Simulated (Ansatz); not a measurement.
```yaml
crystal:
  periodic: [false, false, false]
  atoms:
    - {symbol: Cl, position_ang: [-0.822519, -0.333597, 2.098905]}
    - {symbol: Hf, position_ang: [-0.192668, -0.121740, 0.037129]}
    - {symbol: Cl, position_ang: [2.199479, -1.078259, -0.205454]}
    - {symbol: Cl, position_ang: [-1.413132, -1.071809, -1.491268]}
    - {symbol: I, position_ang: [0.118712, 2.572179, -0.805991]}
basis:
  gaussian: {orbitals: def2-TZVP, nuclear_model: gaussian}
hamiltonian: {xc: {name: B2GP-PLYP}}
relax: {f_tol: 0.0001, max_steps: 2}
```

```sh
$ ansatz run in.yaml --threads 4 --pin off --events-out ev --progress --plain --max-ram 10444MiB
```

Shortened log:

```
Functional definition: B2GP-PLYP
1608 factors; integrals over basis functions are off by at most 2.0e-4 eV
mean field evaluation 1: about -46943.2710 eV, gradient 2.8e1 eV
mean field evaluation 2: about -46943.4103 eV, gradient 2.9e1 eV
mean field evaluation 4: about -46945.8691 eV, gradient 3.3e0 eV
mean field evaluation 8: about -46945.9005 eV, gradient 1.0e-1 eV
mean field evaluation 16: about -46945.9005 eV, gradient 8.8e-5 eV
mean field -46945.90054094 eV, -1725.2300238053 hartree, gradient 6.8e-6 eV, S^2 0.000000; 0 other end points of the search recorded, 0 dependent functions left out
19 core orbitals not correlated: weight in the atoms' cores, before any rotation towards them, 1.000 or more for the frozen orbitals, at most 0.000 for the correlated occupied ones
reference -46945.90067800 eV, -1725.2300288422 hartree; 25, 25 occupied and 157, 157 virtual orbitals, 1608 factors
second order -41.25284703 eV of doubles, -0.00000000 eV of singles
relax step   1: F+E_penalty+E_count = -46960.75156587 eV  Δ(F+E_penalty+E_count) = +0.000e0 eV  max|allowed force component| = 6.016e0 eV/Å  Δτ_max = 0.0000 Å  (42 SCF iters, accepted)
1608 factors; integrals over basis functions are off by at most 2.3e-4 eV
mean field -46946.94505551 eV, -1725.2684090078 hartree, gradient 2.7e-6 eV, S^2 0.000000; 0 other end points of the search recorded, 0 dependent functions left out
19 core orbitals not correlated: weight in the atoms' cores, before any rotation towards them, 1.000 or more for the frozen orbitals, at most 0.000 for the correlated occupied ones
reference -46946.94519193 eV, -1725.2684140209 hartree; 25, 25 occupied and 157, 157 virtual orbitals, 1608 factors
second order -41.27719740 eV of doubles, -0.00000000 eV of singles
relax step   2: F+E_penalty+E_count = -46961.80484658 eV  Δ(F+E_penalty+E_count) = -1.053e0 eV  max|allowed force component| = 3.417e-1 eV/Å  Δτ_max = 0.1962 Å  (57 SCF iters, accepted)
Error: geometry relaxation did not converge after 2 steps: max|allowed force component| = 3.42e-1 eV/Å (threshold 1.0e-4). Raise `relax.max_steps` over both its present limit and 2, loosen `relax.f_tol`, or start from a geometry closer to equilibrium. Where this run's directory can be resumed (`checkpoint.write`), a resume goes on for up to `relax.max_steps` more
```

(1) Something in this input is off. What?

## Answers

(1) The relaxation is allowed too few steps for its threshold. No converged result was reached.
